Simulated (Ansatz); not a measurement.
A further run on NiBr2(PH3)2 (NiP₂H₆Br₂).

```yaml
crystal:
  periodic: [false, false, false]
  atoms:
    - {symbol: Ni, position_ang: [-0.100529, 0.006649, 0.017778]}
    - {symbol: Br, position_ang: [-0.353698, -0.053189, 2.310320]}
    - {symbol: Br, position_ang: [0.289575, 0.059658, -2.266317]}
    - {symbol: P, position_ang: [0.119278, 2.157646, 0.028144]}
    - {symbol: H, position_ang: [-0.610282, 2.929616, -0.929654]}
    - {symbol: H, position_ang: [1.429871, 2.650853, -0.267136]}
    - {symbol: H, position_ang: [-0.147243, 2.911190, 1.215778]}
    - {symbol: P, position_ang: [-0.181685, -2.154578, -0.027045]}
    - {symbol: H, position_ang: [-0.988442, -2.863560, 0.916703]}
    - {symbol: H, position_ang: [1.066930, -2.804264, 0.237179]}
    - {symbol: H, position_ang: [-0.523765, -2.840020, -1.235760]}
basis:
  gaussian: {orbitals: 6-31G, point_charges: [{charge: 2.00, position_ang: [5.742, -0.280, -0.206]}]}
hamiltonian: {xc: {name: PBEsol}, dispersion: d4}
scf: {omitted_lower_state_checks: [starts]}
output: {forces: true}
```

```sh
$ ansatz run in.yaml --threads 4 --pin off --events-out ev --progress --plain --max-ram 8704MiB
```

Shortened log:

```
Functional definition: PBEsol
1654 factors; their error is unknown
mean field evaluation 1: about -199585.5840 eV, gradient 5.8e1 eV
mean field evaluation 2: about -198884.0939 eV, gradient 3.8e2 eV
mean field evaluation 4: about -199572.3082 eV, gradient 1.1e2 eV
mean field evaluation 8: about -199590.8648 eV, gradient 1.4e-1 eV
mean field -199590.77492416 eV, -7334.8256909765 hartree, gradient 8.8e-6 eV, S^2 0.000000; 0 other end points of the search recorded, 0 dependent functions left out
reference -199590.77497308 eV, -7334.8256927746 hartree; 67, 67 occupied and 58, 58 virtual orbitals, 1654 factors
Total energy: -199590.93367592 eV, -7334.8315249963 hartree
Atom 0 at    -0.100529     0.006649     0.017778 Å, force     0.220822    -0.016806     0.087471 eV/Å
Atom 1 at    -0.353698    -0.053189     2.310320 Å, force     0.125325     0.001921     0.272220 eV/Å
Atom 2 at     0.289575     0.059658    -2.266317 Å, force     0.324870    -0.029425    -0.409262 eV/Å
Atom 3 at     0.119278     2.157646     0.028144 Å, force    -0.334227     0.483704     0.181330 eV/Å
Atom 4 at    -0.610282     2.929616    -0.929654 Å, force    -0.133350     0.019550    -0.250141 eV/Å
Atom 5 at     1.429871     2.650853    -0.267136 Å, force     0.342693     0.093303    -0.109901 eV/Å
Atom 6 at    -0.147243     2.911190     1.215778 Å, force    -0.036671     0.009442     0.250112 eV/Å
Atom 7 at    -0.181685    -2.154578    -0.027045 Å, force    -0.387811    -0.448566    -0.032784 eV/Å
Atom 8 at    -0.988442    -2.863560     0.916703 Å, force    -0.133646    -0.003976     0.224842 eV/Å
Atom 9 at     1.066930    -2.804264     0.237179 Å, force     0.333763    -0.125096     0.083500 eV/Å
Atom 10 at    -0.523765    -2.840020    -1.235760 Å, force    -0.043920     0.003977    -0.270095 eV/Å
Dipole moment:    -0.677588     0.024550     0.035402 e Å
Checks for a lower state left out: starts
```

Run time 1.9 s (4 threads of Intel Xeon Platinum 8488C on a shared host).

The 6-31G sets use Cartesian d functions.
